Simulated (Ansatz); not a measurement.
Program: Ansatz. Geometries: PBE0-D4/def2-TZVP. ΔE: electronic, gas phase. CCSD(T)/CBS is the MP2 limit (def2-TZVPP, def2-QZVPP) plus CCSD(T) − MP2 in def2-TZVPP, frozen cores. This one scheme is used for every species. For Zn outer-core shells are correlated without core-valence functions, which leaves a few kJ/mol of doubt a bond. Scalar relativity is left out up to krypton. One conformer a species, not always the lowest.

`[NH2][Zn][O][SiH3]` + NH₃ → `[NH2][Zn][NH2]` + `O[SiH3]`  (ligand exchange at a Zn–O bond)

`[NH2][Zn][O][SiH3]`:

Cartesian coordinates in Å:
```
N -2.052 0.497 1.971
Zn -0.769 0.455 0.699
O 0.462 0.616 -0.552
Si 1.498 -0.236 -1.463
H -2.903 -0.003 1.747
H -1.760 0.207 2.894
H 2.330 -1.162 -0.638
H 0.783 -1.067 -2.476
H 2.410 0.693 -2.182
```

NH₃:

Z-matrix (Å, degrees):
```
N
H 1 1.013
H 1 1.013 2 107.1
H 1 1.013 2 107.1 3 -114.5
```

`[NH2][Zn][NH2]`:

Cartesian coordinates in Å:
```
N 1.218 -0.222 -1.327
Zn 0.040 -0.003 0.032
N -0.992 0.206 1.505
H 0.862 -0.565 -2.207
H 1.865 0.530 -1.517
H -1.096 -0.585 2.125
H -1.897 0.639 1.389
```

`O[SiH3]`:

```xyz
6

O    -0.893   -0.653    0.647
Si    0.203    0.324   -0.101
H    -0.899   -1.581    0.411
H     1.601   -0.110    0.169
H    -0.018    1.680    0.451
H     0.007    0.341   -1.577
```

```
        level  ΔE (eV)
CCSD/def2-SVP     0.77
HF/def2-TZVPP     0.65
```

Question: What does CCSD(T)/CBS give? (Best estimate.)

Answer: Ansatz gave: +0.52 eV. The listed levels differ from it by 0.25, 0.13 eV.

Largest T1 diagnostic among the species: 0.015.

Leaving LDA and LC-ωPBE aside and taking each functional with its dispersion term where it has one, the values, not all of them listed here, spread over 0.14 eV, from PBE-D4 to BHLYP-D4. LDA lies −0.06 eV from PBE without D4. From PBE to PBE0 (25 % exact exchange), in def2-TZVPP and without D4, ΔE moves by +0.05 eV.
